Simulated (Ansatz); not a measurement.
Several settings on one geometry of B₅⁻ (the lowest singlet isomer of a short search) (that of the charge -1 singlet, r2SCAN-D4/def2-SVPD). Ansatz on 4 threads of AMD EPYC 9R45 on a shared host; times are rough.

```xyz
5

B     0.5238    1.0444   -0.0910
B    -1.4116   -0.9452    0.1005
B     1.7012   -0.0385   -0.0266
B    -1.0071    0.5982   -0.0328
B     0.1937   -0.6590    0.0500
```

Totals from different functionals, basis sets or treatments of relativity can't be compared as stabilities.

At r2SCAN-D4/def2-SVPD a triplet lies 0.12 eV below the restricted singlet of charge -1, at its own geometry.

The spins typed aren't always the lowest for that charge.

Task: Give the basis size and estimate the energy, ⟨S²⟩ and time of these runs.

```tsv
run	method	charge	state	further keys
1	UKS r2SCAN50/def2-SVPD	-1	triplet	scf: {lower_state_search: off}
2	RKS PBE0-D3(BJ)-ATM/def2-TZVPD	-1	singlet	final_grid: {core_spheres: 20, valence_spheres: 16, degree: 47}; scf: {omitted_lower_state_checks: [starts]}; forces asked
3	RKS rPW86-PBE-D3(BJ)/def2-TZVPP	-1	singlet	nuclear_model: gaussian; scf: {lower_state_search: off}; forces asked
```

Result: 
| run | functions | energy (Eh) | ⟨S²⟩ | wall time |
| --- | --- | --- | --- | --- |
| 1 | 100 | -123.8500 | 2.53 | 0.85 s |
| 2 | 185 | -123.9053 | – | 1.2 s |
| 3 | 155 | -124.4267 | – | 0.75 s |

The highest occupied level of an anion often lies above zero with these methods, and sets without diffuse functions describe the outer electron poorly. At UKS r2SCAN50/def2-SVPD the charge -1 triplet is spin-contaminated (final ⟨S²⟩ up to 2.53, 2.00 for a pure state). The restricted singlet is unstable towards broken spin symmetry at other levels; at RKS PBE0-D3(BJ)-ATM/def2-TZVPD, RKS rPW86-PBE-D3(BJ)/def2-TZVPP this wasn't settled.
